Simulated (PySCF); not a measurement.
**BrF: a composite coupled-cluster calculation**

State: ¹Σ⁺, singlet, closed shell. De refers to Br + F. RHF-based CCSD(T) in PySCF 2.14 with Br cc-pVTZ-PP with ECP10, F cc-pVTZ and Br cc-pVQZ-PP with ECP10, F cc-pVQZ (frozen core orbitals: 10; scalar-relativistic core potentials). Correlation energies are extrapolated as n⁻³ (n = 3, 4), Hartree–Fock as (n+1)·exp(−9√n). CV is the change on freezing 4 orbitals instead, in Br cc-pwCVTZ-PP with ECP10, F cc-pwCVTZ.

```json
{"Level": "CCSD(T)/TZ", "Re (Å)": "1.7694", "ωe (cm⁻¹)": "666.3", "ωexe (cm⁻¹)": "3.85", "αe (cm⁻¹)": "0.00259", "De (eV)": "2.439"}
{"Level": "CCSD(T)/QZ", "Re (Å)": "1.7633", "ωe (cm⁻¹)": "675.0", "ωexe (cm⁻¹)": "3.67", "αe (cm⁻¹)": "0.00252", "De (eV)": "2.628"}
{"Level": "HF/CBS", "Re (Å)": "1.7140", "ωe (cm⁻¹)": "777.3", "ωexe (cm⁻¹)": "2.83", "αe (cm⁻¹)": "0.00211", "De (eV)": "0.479"}
{"Level": "MP2/CBS", "Re (Å)": "1.7576", "ωe (cm⁻¹)": "692.5", "ωexe (cm⁻¹)": "3.16", "αe (cm⁻¹)": "0.00233", "De (eV)": "3.010"}
{"Level": "CCSD/CBS", "Re (Å)": "1.7486", "ωe (cm⁻¹)": "706.5", "ωexe (cm⁻¹)": "3.21", "αe (cm⁻¹)": "0.00233", "De (eV)": "2.501"}
{"Level": "CCSD(T)/CBS", "Re (Å)": "1.7609", "ωe (cm⁻¹)": "679.4", "ωexe (cm⁻¹)": "3.57", "αe (cm⁻¹)": "0.00248", "De (eV)": "2.726"}
{"Level": "CCSD(T)/CBS+CV", "Re (Å)": "1.7578", "ωe (cm⁻¹)": "680.7", "ωexe (cm⁻¹)": "3.60", "αe (cm⁻¹)": "0.00250", "De (eV)": "2.721"}
```

Question: How much is left between CCSD(T)/QZ and the basis-set limit, and how much do the triples give at the limit?

Answer: CCSD(T)/CBS less CCSD(T)/QZ: -2.4 mÅ in Re, +4.4 cm⁻¹ in ωe and +0.098 eV in De. CCSD(T)/CBS less CCSD/CBS: +12.3 mÅ in Re, -27.1 cm⁻¹ in ωe and +0.225 eV in De.

Question: What do the later terms add?

Answer: CV: -3.1 mÅ in Re, +1.3 cm⁻¹ in ωe and -0.005 eV in De, each against the row above.

The T1 diagnostic is 0.012. The open-shell atoms are computed with UHF. Spin–orbit coupling, excitations beyond (T) and corrections to the Born–Oppenheimer picture are left out.

The whole job (state search and all basis sets along the bond) took about 9.4 min on 4 threads of Arm Neoverse V2 (shared host), peak memory 4.5 GiB.
